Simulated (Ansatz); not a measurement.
**Pulling the pair apart**

The pair of K⁺ (SMILES [K+], atom 1) and SiH4O (SMILES [SiH3]O, atoms 2–7), both closed shells, in one local arrangement (a lower one may exist), relaxed at PBE0-D4/def2-TZVP:

K1  (0.467, 0.195, -2.959)
Si2  (-0.400, -0.272, 0.642)
O3  (0.704, 0.523, -0.356)
H4  (-1.193, 0.708, 1.413)
H5  (-1.242, -0.976, -0.361)
H6  (0.301, -1.232, 1.520)
H7  (1.362, 1.055, 0.101)
(Å)

SiH4O is shifted rigidly along the line between the mean atom positions of the two fragments (negative: closer). Counterpoise interaction energies in kJ/mol. Program: Ansatz 0.2.0. Basis: def2-TZVPPD. Cores are frozen in the correlated methods. The outer core shell of Li, Na, Mg and K is correlated. The def2 sets are not built for correlating such inner shells, so the correlated values are less sure here. B3LYP uses VWN-RPA correlation.

| shift (Å) | B3LYP-D4 | MP2 | wB97M-V |
| --- | --- | --- | --- |
| -0.26 | -61.9 | -56.5 | -62.0 |
| -0.13 | -70.0 | -65.4 | -69.7 |
| 0.00 | -72.5 | -68.4 | -71.7 |
| 0.13 | -71.6 | -67.9 | -70.4 |
| 0.32 | -68.1 | -63.9 | -65.6 |
| 0.66 | -67.1 | -53.4 | -54.2 |
| 1.32 | -45.6 | -35.8 | -36.0 |
| 2.63 | -20.7 | -18.3 | -18.2 |

Q: What does CCSD(T) give at these shifts? (To be estimated.)

A: The calculation gives: -55.6, -64.8, -68.0, -67.5, -63.6, -53.1, -35.6, -18.1 kJ/mol. For zero shift, CCSD(T) at an estimated basis limit (MP2 extrapolated from triple and quadruple zeta, plus CCSD(T) − MP2 in triple zeta) gives -72.5 kJ/mol. These are counterpoise interaction energies, counted from the two frozen fragments.

No T1 diagnostic of these runs exceeds 0.009.

For scale, one of the runs: CCSD(T)/def2-TZVPPD, 192 basis functions (an equivalent command: `ansatz run in.yaml --threads 2`). Time: 43 s of wall clock on 2 CPU threads; the host was shared. Peak host memory: 2.1 GiB.
